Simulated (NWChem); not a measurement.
AlBr₂F; SMILES [F][Al]([Br])[Br]

Computed with NWChem. Geometry: optimised at PBE0/def2-SVP. Ions are spin-unrestricted doublets at the neutral geometry; other ion states weren't tried.

For level B3LYP/def2-SVP:

| Property | Value |
|---|---|
| vertical ionisation energy, ΔSCF (eV) | 10.89 |
| −ε(HOMO) (eV) | 8.47 |

### Question
Estimate the same quantities for level PBE/def2-SVP.

### Answer
* **vertical ionisation energy, ΔSCF (eV)**: 10.53
* **−ε(HOMO) (eV)**: 7.46
